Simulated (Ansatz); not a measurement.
Species: F3Ga, SMILES `[F][Ga]([F])[F]` (charge 0, multiplicity 1).

Question: Give a relaxed geometry from Ansatz (an electronic-structure program) with B3LYP-D3(BJ)/def2-TZVP.

Answer: the end point of this relaxation (outside a Z-matrix the atoms follow the SMILES, hydrogens last).
Cartesian coordinates (Å) in one orientation:
```xyz
4

F     -1.096    -1.343    -0.055
Ga     0.000     0.000     0.000
F      1.709    -0.279     0.088
F     -0.613     1.621    -0.033
```
